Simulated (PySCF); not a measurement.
Compound: F2O2Se.
Atom-mapped SMILES: `[O:1]=[Se:2](=[O:3])([F:4])[F:5]`

Level of theory: PBE0-D3(BJ)/def2-SVP geometry optimisation, gas phase in PySCF.

Some entries are withheld. Bonds in one row agree within 0.01 Å.

```tsv
coordinate	value
O1=Se2, Se2=O3	?
Se2–F4, Se2–F5	?
O1–Se2–O3	?
O1–Se2–F4	?
F4–Se2–F5	?
```

Question: Fill in the missing values.

Answer: 
- O1=Se2, Se2=O3 = 1.575 Å, drawn double (ends: oxygen bonded to Se; selenium bonded to 2 F and 2 O); 0.28 Å below the sum of covalent radii, 1.86 Å.
- Se2–F4, Se2–F5 = 1.713 Å, drawn single (ends: selenium bonded to 2 F and 2 O; fluorine bonded to Se); 0.06 Å below the sum of covalent radii, 1.77 Å.
- O1–Se2–O3 = 127.3°, at the selenium bonded to 2 F and 2 O; the outer atoms are 2.824 Å apart.
- O1–Se2–F4 = 107.7°, at the selenium bonded to 2 F and 2 O; the outer atoms are 2.657 Å apart.
- F4–Se2–F5 = 93.4°, at the selenium bonded to 2 F and 2 O; the outer atoms are 2.493 Å apart.

Radii are Cordero's.

Not checked by PBE0-D3(BJ)/def2-SVP frequencies.
